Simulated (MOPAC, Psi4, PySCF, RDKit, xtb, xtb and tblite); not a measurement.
Two geometries of C₂H₇NOSi₂, SMILES N#C[SiH2][SiH2]OC, relaxed at GFN2-xTB with one dihedral held; other torsions can differ between them too.

Structure A

```
13

C      0.5644    -4.0053    -1.3694
O     -0.7113    -3.4481    -1.3854
Si    -1.8401    -3.1170    -0.2773
Si    -1.2054    -3.7029     1.8704
C     -0.3627    -5.3740     1.8618
N      0.1570    -6.3947     1.7971
H      0.6666    -4.6598    -2.2372
H      0.7408    -4.5899    -0.4629
H      1.3141    -3.2120    -1.4328
H     -2.0517    -1.6682    -0.3685
H     -3.0330    -3.8320    -0.7359
H     -2.3023    -3.8891     2.8262
H     -0.1801    -2.8648     2.5129
```

Structure B

```
13

C     -2.6135     0.3320     0.2460
O     -1.2371     0.2768     0.0388
Si    -0.0631    -0.3159     0.9942
Si     1.4583    -0.9837    -0.5973
C      3.0065    -1.4696     0.3251
N      3.9483    -1.7589     0.9116
H     -2.8674     1.1530     0.9213
H     -2.9817    -0.6007     0.6778
H     -3.0962     0.4999    -0.7175
H      0.3546     0.7056     1.9648
H     -0.5894    -1.4307     1.8002
H      1.9400     0.0158    -1.5611
H      1.1336    -2.1990    -1.3615
```

Q: Which is lower in energy at the level Psi4 1.11 with DF-MP2 (frozen core)/cc-pVTZ // GFN2-xTB, and by how much?

A: B is lower, by 0.99 kcal/mol (dihedral C1–O2–Si3–Si4: 0° in A, 150° in B).

E(B) − E(A) in kcal/mol at the other levels, on the same two geometries: GFN2-xTB (xtb and tblite) -1.56; MMFF94 // GFN2-xTB (RDKit) -5.35; PBE/def2-TZVP // GFN2-xTB (Psi4) -1.17; PBE-D3(BJ)/def2-TZVP // GFN2-xTB (Psi4) -0.63; wB97X-D/def2-TZVP // GFN2-xTB (Psi4) -0.79; HF/cc-pVTZ // GFN2-xTB (Psi4) -2.12; UFF // GFN2-xTB (RDKit) -8.74; PM6, restricted, heats of formation // GFN2-xTB (MOPAC) 1.70; AM1, restricted, heats of formation // GFN2-xTB (MOPAC) -0.75; GFN1-xTB // GFN2-xTB (xtb) 3.26; restricted B3LYP/6-31G*, spherical d, density fitting // GFN2-xTB (PySCF) -1.14; restricted Hartree-Fock/LANL2DZ, with its core potentials past Ne // GFN2-xTB (PySCF) -2.98; restricted B3LYP/3-21G // GFN2-xTB (PySCF) 0.33; restricted MP2 (frozen core)/3-21G // GFN2-xTB (PySCF) 0.11.
